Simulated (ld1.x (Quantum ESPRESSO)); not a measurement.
## P (Z = 15), TM: configuration errors across variants

phosphorus, norm-conserving Troullier–Martins (Kleinman–Bylander form), made with ld1.x (Quantum ESPRESSO) 7.5 (PBE, non-relativistic). Core [Ne], reference 3s2 3p2.5 (charge +0.5). Waves: 3s (bound): rc 1.75 bohr; 3p (bound): rc 2.00 bohr. Local part: all-electron potential smoothed inside 1.35 bohr (lloc = -1). Core correction: Bessel-smoothed model core inside 1.65 bohr.

All-electron excitation energies from the reference (eV): (1) 3s2 3p3 -3.781; (2) 3s2 3p2 5.961; (3) 3s2 3p1 25.120; (4) 3s0 3p5 13.242; (5) 3s1 3p0 106.751; (6) 3s1 3p3 14.986; (7) 3s1 3p4 4.667.

A true bound ghost makes a file unfit for plane-wave use even where its test errors are small: the radial tests pick states by their node count and pass the ghost by.

Errors AE − PS in meV (a dash: test not solved or not reliable):

| change | (1) | (2) | (3) | (4) | (5) | (6) | (7) | bound ghosts |
| --- | --- | --- | --- | --- | --- | --- | --- | --- |
| base | +0.7 | +1.2 | +16 | -11 | +171 | -0.6 | -2.6 | none |
| all radii but the core radius scaled by about 0.84 (s 1.48, p 1.68 bohr); local potential all-electron potential smoothed inside 1.14 bohr (lloc = -1) | +0.8 | +1.4 | +20 | -5.3 | +231 | +1.9 | -1.4 | none |
| all radii but the core radius scaled by about 1.06 (s 1.86, p 2.12 bohr); local potential all-electron potential smoothed inside 1.42 bohr (lloc = -1) | +0.7 | +1.2 | +17 | -15 | +171 | -1.7 | -3.6 | none |
| all radii but the core radius scaled by about 1.16 (s 2.02, p 2.32 bohr); local potential all-electron potential smoothed inside 1.56 bohr (lloc = -1) | +0.7 | +1.3 | +18 | -23 | +156 | -4.2 | -5.5 | none |
| all radii but the core radius scaled by about 1.27 (s 2.22, p 2.54 bohr); local potential all-electron potential smoothed inside 1.72 bohr (lloc = -1) | +0.9 | +1.6 | +23 | -44 | +143 | -11 | -10 | none |
| all radii but the core radius scaled by about 1.37 (s 2.40, p 2.74 bohr); local potential all-electron potential smoothed inside 1.86 bohr (lloc = -1) | +1.0 | +2.0 | +30 | -68 | +141 | -20 | -16 | none |

**Question.** Give the same row for: all radii but the core radius scaled by about 0.79 (s 1.38, p 1.58 bohr); local potential all-electron potential smoothed inside 1.08 bohr (lloc = -1).

**Answer.** -0.7, -1.5, -23, -5.3, –, -3.9, -1.6; bound ghosts: s.
